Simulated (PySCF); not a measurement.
How the method moves the HOMO and LUMO of `C#CB1N=CCN1`

Species: C4H5BN2.
Atom-mapped SMILES: `[CH:1]#[C:2][B:3]1[N:4]=[CH:5][CH2:6][NH:7]1` (hydrogens: H8 on C1; H9 on C5; H10, H11 on C6; H12 on N7)

Cartesian coordinates in Å at the PBE0-D3(BJ)/def2-SVP level; atoms count from 1:
```xyz
12
C4H5BN2 angstrom
C      3.308    0.057    0.508
C      2.103    0.130    0.350
B      0.587    0.208    0.154
N     -0.179    1.401   -0.284
C     -1.395    1.018   -0.314
C     -1.643   -0.414    0.077
N     -0.309   -0.860    0.363
H      4.373    0.002    0.646
H     -2.228    1.680   -0.605
H     -2.327   -0.474    0.946
H     -2.129   -0.970   -0.749
H     -0.123   -1.806    0.662
```

Basis pcSseg-1 throughout (PySCF), one geometry. Isolated species at its PBE0-D3(BJ)/def2-SVP geometry, gas phase.

Problem. How do the orbital energies, the gap and the dipole change with the method?

Solution. 
| method | kind | HOMO (eV) | LUMO (eV) | gap (eV) | μ (D) | SCF cycles |
| --- | --- | --- | --- | --- | --- | --- |
| BLYP | GGA | -5.67 | -2.06 | 3.61 | 3.65 | 17 |
| PBE | GGA | -5.80 | -2.22 | 3.58 | 3.71 | 17 |
| LDA | LDA | -5.90 | -2.44 | 3.46 | 3.87 | 17 |
| BP86 | GGA | -5.92 | -2.32 | 3.60 | 3.73 | 17 |
| KT3 | GGA | -6.01 | -2.17 | 3.84 | 3.51 | 17 |
| mPW1PW91 | global hybrid | -7.40 | -1.31 | 6.09 | 3.70 | 14 |
| BHandHLYP | global hybrid | -8.72 | -0.19 | 8.53 | 3.64 | 13 |

The HOMO spans 3.05 eV, from BLYP down to BHandHLYP, and the gap runs from 3.46 eV (LDA) to 8.53 eV (BHandHLYP). Over the methods BLYP (0 %), PBE (0 %), LDA (0 %), BP86 (0 %), KT3 (0 %), mPW1PW91 (25 %), BHandHLYP (50 %), a straight line through the gap against the share of exact exchange rises by 0.98 eV for each 10 % (correlation coefficient 0.998). The dipole ranges from 3.51 D (KT3) to 3.87 D (LDA). This basis has no diffuse functions.
